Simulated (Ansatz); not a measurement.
Reaction (cleavage of the Si–Sn bond): `F[CH2][SnH2][SiH3]` + `NB(O)Cl` → `NB(Cl)O[SiH3]` + `F[CH2][SnH3]`

Computed with Ansatz on PBE0-D4/def2-TZVP structures; ΔE is electronic, products minus reactants. CBS: MP2 limit from def2 TZ/QZ plus the TZ coupled-cluster correction, frozen cores. DFT in def2-TZVPP. B3LYP here is the variant with VWN-RPA as its local correlation; programs differ in this. Elements past krypton have def2 core potentials. For Sn outer-core shells are correlated without core-valence functions, which leaves a few kJ/mol of doubt a bond. One conformer a species, not always the lowest.

| level | ΔE (kcal/mol) | difference from CCSD(T)/CBS |
| --- | --- | --- |
| PBE-D4 | -7.2 | 4.4 |
| r2SCAN-D4 | -11.0 | 0.6 |
| PBE0-D4 | -8.8 | 2.8 |
| B3LYP-D4 | -12.5 | -0.9 |
| ωB97M-V | -12.5 | -0.9 |
| B2PLYP | -13.0 | -1.4 |
| PBE | -7.1 | 4.5 |
| PBE0 | -8.7 | 2.9 |
| B3LYP | -12.3 | -0.7 |
| MP2/def2-TZVPP | -12.8 | -1.2 |
| CCSD(T)/def2-TZVPP | -12.6 | -1.0 |
| HF/def2-QZVPP | -18.5 | -6.9 |
| MP2/def2-QZVPP | -12.4 | -0.8 |
| SCS-MP2/def2-QZVPP | -13.9 | -2.3 |
| HF/CBS(def2) | -18.6 | -7.0 |
| CCSD/CBS(def2) | -12.3 | -0.7 |
| CCSD(T)/CBS | -11.6 | 0 |

Largest T1 diagnostic among the species: 0.013.

From PBE to PBE0 (25 % exact exchange), in def2-TZVPP and without D4, ΔE moves by −1.6 kcal/mol. In def2-TZVPP, CCSD(T) changes the Hartree–Fock value by +5.4 kcal/mol (the triples alone add +0.7 kcal/mol) and MP2 by +5.2 kcal/mol.
